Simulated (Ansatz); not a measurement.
C$_{2}$HF$_{3}$Ti (`C#[C][Ti]([F])([F])[F]`) from Hartree–Fock to CCSD(T)

| atom | x (Å) | y (Å) | z (Å) |
| --- | --- | --- | --- |
| C1 | 1.1996 | -1.6415 | 0.5175 |
| C2 | 0.5056 | -0.6923 | 0.2174 |
| Ti3 | -0.6415 | 0.8784 | -0.2770 |
| F4 | -1.5840 | 1.3334 | 1.1117 |
| F5 | -1.6829 | 0.4110 | -1.5887 |
| F6 | 0.3942 | 2.1882 | -0.7623 |
| H7 | 1.8091 | -2.4772 | 0.7813 |

Total charge 0; spin multiplicity 1. Correlated methods include outer-core shells of Ti, which these sets cover unevenly. Scalar relativity is left out up to krypton. All single points use the PBE0-D4/def2-TZVP geometry. Frozen core, restricted reference, Ansatz.

```
     basis      HF (Eh)  MP2 corr.  CCSD corr.       (T)  CCSD(T) total
  def2-SVP  -1222.75228   -1.12312           ?  -0.04564              ?
def2-TZVPP  -1223.35441   -1.47405           ?         ?              ?
def2-QZVPP            ?   -1.59887           –         –              –
```

Fill in the withheld values. (An estimate is asked.)

Computed: def2-SVP CCSD corr.: -1.12549; def2-SVP CCSD(T) total: -1223.92341; def2-TZVPP CCSD corr.: -1.47086; def2-TZVPP (T): -0.07076; def2-TZVPP CCSD(T) total: -1224.89603; def2-QZVPP HF (Eh): -1223.38612.
